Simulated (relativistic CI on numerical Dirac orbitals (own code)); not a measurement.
Radial Dirac CI calculation of Pt3+.

Command:

```sh
python run_levels.py task.json out
```

Input:

```
atom Pt  Z=78  charge=3  electrons=75
nucleus A=195  rms_radius_fm=5.4270
hamiltonian dirac-coulomb  breit=on  qed=on  c_scale=1
orbitals kli  potential=per-configuration
slater_scale 1
correlation none
mixing on
grid step=0.0125 r_max=50.3
scf mixing=0.4 start=green max_iterations=150 tolerance=1e-10 node_fill=0.05
configurations
  [Xe] 4f14 5d7
end
```

Output:

```
SCF 1: [Xe] 4f14 5d7
 iter      energy (Ha)   residual   last orbital (Ha)
    1    -18372.632518   3.93e+00     -4.31876
    2    -18428.675525   1.02e+00     -2.24796
    3    -18432.359440   2.48e-01     -1.65772
    4    -18432.705993   1.87e-01     -1.69397
    5    -18432.773177   3.00e-02     -1.61045
    6    -18432.778826   3.31e-03     -1.63167
    7    -18432.780288   7.03e-03     -1.63034
    8    -18432.779289   1.53e-03     -1.62665
    9    -18432.779493   1.44e-04     -1.62705
   10    -18432.779512   2.59e-06     -1.62710
   11    -18432.779512   9.48e-08     -1.62711
   12    -18432.779512   1.30e-08     -1.62711
   13    -18432.779512   1.77e-10     -1.62711
   14    -18432.779512   9.38e-11     -1.62711
orbital energies (Ha): 4d5/2 -12.5938  4f5/2 -4.2128  4f7/2 -4.0864  5s -5.2353  5p1/2 -3.9569  5p3/2 -3.4061  5d3/2 -1.6865  5d5/2 -1.6271
configuration averages (Ha): Dirac-Coulomb, Breit, QED
  5d7                         -18432.779512   20.694162   14.148747
levels: no., configuration, term, J, E (cm-1), weight
   1 5d7                    4F   9/2              0.0  0.87
   2 5d7                    4F   7/2           8722.1  0.97
   3 5d7                    4F   5/2          11335.1  0.76
   4 5d7                    4F   3/2          12010.0  0.44
   5 5d7                    4P   3/2          17018.9  0.40
   6 5d7                    4P   5/2          19203.7  0.85
   7 5d7                    2G   9/2          19775.4  0.63
   8 5d7                    4P   1/2          22986.8  0.70
   9 5d7                    2H   11/2         26425.0  1.00
  10 5d7                    2G   7/2          26879.1  0.90
  11 5d7                    4P   3/2          30329.7  0.42
  12 5d7                    2D   5/2          31314.8  0.77
  13 5d7                    2P   1/2          35632.9  0.70
  14 5d7                    2H   9/2          35822.5  0.73
lowest total energy -18398.061730 Ha
end: converged
```

Against the reference input this run has: SCF tolerance 1e-10. The reference run ends at -18398.061730 Ha with Breit and QED terms. The change (SCF tolerance 1e-10) leaves the energy and the levels as they were.

With so few configurations and no correlation, terms lie too far apart (by 10 to 50 % or more near neutrality), their order can be wrong, and levels of other configurations are missing.
